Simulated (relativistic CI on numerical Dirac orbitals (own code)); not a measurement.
Nd50+: what numerical and physical settings do to a radial Dirac CI calculation

Reference input:

```
atom Nd  Z=60  charge=50  electrons=10
nucleus A=142  rms_radius_fm=4.9123
hamiltonian dirac-coulomb  breit=on  qed=on  c_scale=1
orbitals kli  potential=per-configuration
slater_scale 1
correlation none
mixing on
grid step=0.0125 r_max=2.6
scf mixing=0.4 start=green max_iterations=150 tolerance=2e-08 node_fill=0.05
configurations
  [He] 2s2 2p6
end
```

Computed lowest total energy -6980.02069 Ha, 8 SCF steps. Runs with settings changed; * marks those that are bad on purpose (the QED terms keep the true α when c is scaled):

| Changed | Outcome | Lowest level | ΔE (Ha) | First excitation (cm⁻¹) | SCF steps | Message |
| --- | --- | --- | --- | --- | --- | --- |
| node fill of the KLI weights 0.2 | converged | 2p⁶ ¹S0 | -0.00462 |  | 8 |  |
| speed of light × 2, QED terms off | converged | 2p⁶ ¹S0 | 222 |  | 9 |  |
| Slater scale 0.5 | converged | 2p⁶ ¹S0 | 0 |  | 8 |  |
| grid step 0.02, Breit term off | converged | 2p⁶ ¹S0 | -6.54 |  | 8 |  |
| node fill of the KLI weights 5 * | converged | 2p⁶ ¹S0 | -0.00943 |  | 9 |  |
| end of the grid at 0.08 bohr * | not converged |  |  |  | 8 | orbital 1s not found |
